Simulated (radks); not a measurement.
The platinum anion Pt2-, [Hg], held by a Watson sphere: a shell of charge +2 at radius R that stands for the Madelung well of a crystal (potential energy -2/R inside, -2/r outside, in hartree with lengths in bohr). Method: scalar-relativistic Kohn-Sham, LDA (Slater exchange, Perdew-Wang correlation), spin-polarised, spherical densities, finite nucleus; Fermi nuclear charge, rms radius of each element as measured or else 0.836 A^(1/3) + 0.57 fm; computed with a radial shooting solver on a logarithmic mesh with Libxc functionals.

\begin{tabular}{lrrrrrr}
R (bohr) & e(5p) (eV) & e(6s) (eV) & e(5d) (eV) & <r> 5d (bohr) & sum of <r^2> (bohr^2) & X-ray form factor at sin(theta)/lambda = 0.3 1/angstrom \\ \hline
2.66 & -55.249 & -7.296 & -6.340 & 1.799 & 78.51 & 58.394 \\
3.04 & -54.607 & -6.785 & -5.557 & 1.834 & 82.15 & 58.416 \\
3.14 & -54.452 & -6.638 & -5.367 & 1.842 & 83.09 & 58.422 \\
3.56 & -53.845 & -6.007 & -4.633 & 1.870 & 86.96 & 58.447 \\
3.68 & -53.684 & -5.828 & -4.441 & 1.877 & 88.05 & 58.453 \\
3.85 & -53.463 & -5.581 & -4.182 & 1.886 & 89.57 & 58.460 \\
3.86 & -53.450 & -5.566 & -4.167 & 1.886 & 89.65 & 58.460 \\
5.6 & -51.709 & -3.536 & -2.226 & 1.950 & 104.9 & 58.490 \\
6.58 & -51.078 & -2.780 & -1.555 & 1.980 & 114.1 & 58.497 \\
\end{tabular}
